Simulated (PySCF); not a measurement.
# Reading the logs of faulty runs: BFH5Si2

These are calculations, not measurements. They come from PySCF 2.14.0, an open-source quantum chemistry program, on an isolated molecule that a program drew, which may never have been made. The molecule is BFH5Si2 (charge 0, doublet), drawn as the SMILES string `[BH][SiH](F)[SiH3]`.

Each row is a Hartree-Fock (HF) and frozen-core CCSD(T) single point in the cc-pV(D+d)Z basis, meant for a local HF minimum. Run 1 is clean. Each other run has one planted mistake out of seven kinds, and not every kind appears here: one electron removed, one electron added, multiplicity raised by two, geometry at a saddle point, minimal basis STO-3G, one bond length entered in bohr, all coordinates scaled. The reference is restricted for singlets and unrestricted otherwise, and also for a bond in bohr. Adding or removing an electron swaps singlet and doublet. Electrons count all cores. HOMO and LUMO are orbital energies over both spins, the gradient is its largest component, and the lowest frequency (negative if imaginary) is given only where the gradient is small. Bond lengths are over the 8 bonds as drawn. T1 is the CCSD diagnostic: over 0.02 (restricted) or 0.045 (unrestricted) a single reference is doubtful.

Geometry of the clean run:
```xyz
9
BFH5Si2, angstrom
B    -3.6304    0.5211   -1.8982
Si   -3.4080   -0.7990   -0.4124
F    -3.7073   -2.3116   -0.9353
Si   -1.2191   -0.7849    0.4887
H    -3.5181    1.6991   -2.0439
H    -4.4135   -0.5159    0.6377
H    -1.0565   -1.8847    1.4672
H    -0.2167   -0.9423   -0.5920
H    -0.9904    0.5139    1.1669
```

```
run  electrons  basis functions  <S^2>  HOMO (eV)  LUMO (eV)  gradient (hartree/bohr)  lowest frequency (cm^-1)  mean bond (Å)  longest bond (Å)      T1  HF (hartree)  CCSD(T) (hartree)                          mistake
  1         47               99  0.759      -9.14       0.68                  2.8e-05                        92         1.6394             2.367  0.0151    -704.87977         -705.38836                         no fault
  2         47               99  0.759      -9.16       0.62                  3.5e-02                         -         1.7050             2.462  0.0155    -704.86804         -705.37987           all coordinates scaled
  3         47               99  1.583      -9.18       0.59                  9.5e-03                         -         1.8043             2.802  0.0437    -704.76983         -705.26801  one bond length entered in bohr
  4         46               99  0.000     -16.25      -6.68                  5.9e-02                         -         1.6394             2.367  0.0206    -704.58860         -705.09151             one electron removed
  5         47               99  3.774      -8.37      -2.08                  3.4e-02                         -         1.6394             2.367  0.0261    -704.75943         -705.26216                                ?
  6         48               99  0.000      -0.49       6.92                  4.7e-02                         -         1.6394             2.367  0.0177    -704.85024         -705.39947                                ?
```

**Which mistake was planted in run 5, and what did it cost?**

Electrons, basis and geometry are unchanged, and <S^2> is 3.774, beside S(S+1) = 3.75 for a multiplicity of 4. So the mistake is: multiplicity raised by two. Subtracting run 1 and multiplying by 627.51 kcal/mol a hartree, the energy moved by 75.5 kcal/mol in HF and 79.2 kcal/mol in CCSD(T).

**Which mistake was planted in run 6, and what did it cost?**

It counts 48 electrons, one more than the clean run, at the same geometry and basis. So the mistake is: one electron added. Subtracting run 1 and multiplying by 627.51 kcal/mol a hartree, the energy moved by 18.5 kcal/mol in HF and -7.0 kcal/mol in CCSD(T).

Cautions from the logs. Run 4: T1 is over the limit, so its CCSD(T) energy is less reliable.
